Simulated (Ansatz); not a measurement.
Basis-set extrapolation for CH₆BNO (`CNBO`) (PBE0-D4/def2-TZVP geometry, frozen core, Ansatz 0.2.0). Multiplicity 1, RHF reference.

```
                      def2-TZVPP   def2-QZVPP
                 HF  -195.530246  -195.539982
    MP2 correlation    -0.730618    -0.783126
CCSD(T) correlation    -0.788706      not run
```

Energies in hartree. Use E(X) = E(∞) + A·exp(−7.88·√X) for Hartree–Fock and E(X) = E(∞) + B·X^(−2.97) for correlation, with X = 3 and 4, and add CCSD(T) minus MP2 of the smaller set to the MP2 limit.

Problem. What is the CCSD(T) energy at the basis-set limit?

Solution. HF limit: -195.539982 + (-0.009736) × 0.13774 = -195.54132. MP2 limit: -0.783126 + (-0.052508) × 0.74074 = -0.82202. Higher-order term: -0.788706 − (-0.730618) = -0.05809. Total: -196.42143 hartree, 269.1 kJ/mol below CCSD(T)/def2-TZVPP.
